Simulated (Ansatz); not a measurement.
The cluster Cu2Br⁺, relaxed as a triplet with UKS PBE0-D4/def2-TZVP in Ansatz, starting from the PBE0-D4/def2-TZVP geometry of the charge +1 singlet. Force threshold 0.02 eV/Å.

The relaxation made no stability test and no search for a lower SCF solution. At PBE0-D4/def2-TZVP a singlet of charge 1 lies 2.90 eV below the triplet, each at its own geometry. The structure comes from a short search, and lower isomers may exist.

Start:

| atom | x (Å) | y (Å) | z (Å) |
| --- | --- | --- | --- |
| Cu1 | -1.4886 | 0.4130 | 1.0725 |
| Cu2 | 0.7694 | -0.6931 | -1.5699 |
| Br3 | 0.7193 | 0.2801 | 0.4974 |

| step | energy (eV) | largest force component (eV/Å) | SCF passes |
| --- | --- | --- | --- |
| 1 | -159298.7234 | 0.901 | 143 |
| 2 | -159298.7933 | 0.340 | 40 |
| 3 | -159298.8073 | 0.190 | 42 |
| 4 | -159298.8106 | 0.026 | 41 |
| 5 | -159298.8109 | 0.005 | 42 |

Force components are those of the run's own axes.

End:

```xyz
3

Cu   -1.5877    0.4493    1.1624
Cu    0.8409   -0.7110   -1.6173
Br    0.7468    0.2617    0.4549
```

By distances, no bond broke or formed. The bond that changes most is Cu1–Br3, from 2.29 to 2.45 Å (atoms count from 1).

No frequencies were taken in this run, so the end may be a saddle point.

Run time 23 s (4 threads of Arm Neoverse V2 on a shared host), peak host memory 0.56 GiB.
